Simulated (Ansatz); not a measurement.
Total energies of F2H2S2Ti (`[F][Ti]([F])([SH])[SH]`).

```xyz
7

F     0.899   -0.838    1.767
Ti    0.595   -0.129    0.205
F     1.998    0.208   -0.771
S    -0.457    1.880    0.393
S    -0.798   -1.606   -0.824
H    -1.415    1.336    1.171
H    -0.821   -0.850   -1.939
```

Total charge 0; spin multiplicity 1. Correlated methods include outer-core shells of Ti, which these sets cover unevenly. Scalar relativity is left out up to krypton. The geometry is a stationary point of PBE0-D4/def2-TZVP. It is one conformer, not always the lowest. Basis def2-TZVPP, the Gaussian-basis code of Ansatz.

RPA on PBE orbitals: Hartree–Fock energy of these orbitals -1843.70704 Eh, correlation -2.03228 Eh (frozen core).

```tsv
functional	energy without D4 (Eh)	D4 term (kJ/mol)
LDA (SPW92)	-1841.07012	–
PBE	-1846.36271	-19.6
BLYP	-1847.12568	-41.3
r2SCAN	-1846.94664	-4.6
B97M-V	-1846.61387	–
PBE0	-1846.41885	-16.9
B3LYP	-1847.14718	-32.0
r2SCAN0	-1846.85938	-5.6
HSE06 (plane-wave form)	-1846.38819	-16.0
BHLYP	-1846.96039	-28.4
CAM-B3LYP	-1847.09424	-17.7
ωB97X-V	-1846.76855	–
ωB97M-V	-1846.93093	–
PBE-QIDH	-1846.10725	–
```

Task: Give the same for revPBE, r2SCANh, LC-ωPBE, B2PLYP. (Estimate.)

Result: Ansatz gave: 
```json
{"functional": "revPBE", "energy without D4 (Eh)": "-1846.79728", "D4 term (kJ/mol)": "-47.3"}
{"functional": "r2SCANh", "energy without D4 (Eh)": "-1846.91043", "D4 term (kJ/mol)": "-5.0"}
{"functional": "LC-ωPBE", "energy without D4 (Eh)": "-1846.56086", "D4 term (kJ/mol)": "–"}
{"functional": "B2PLYP", "energy without D4 (Eh)": "-1846.57602", "D4 term (kJ/mol)": "–"}
```

B3LYP takes the VWN-RPA correlation (the form of Gaussian; ORCA's B3LYP/G). HSE06 is the plane-wave form, built on full-range PBE exchange. The double hybrids freeze the cores in their second-order part.

LC-ωPBE has ω = 0.4 bohr⁻¹.
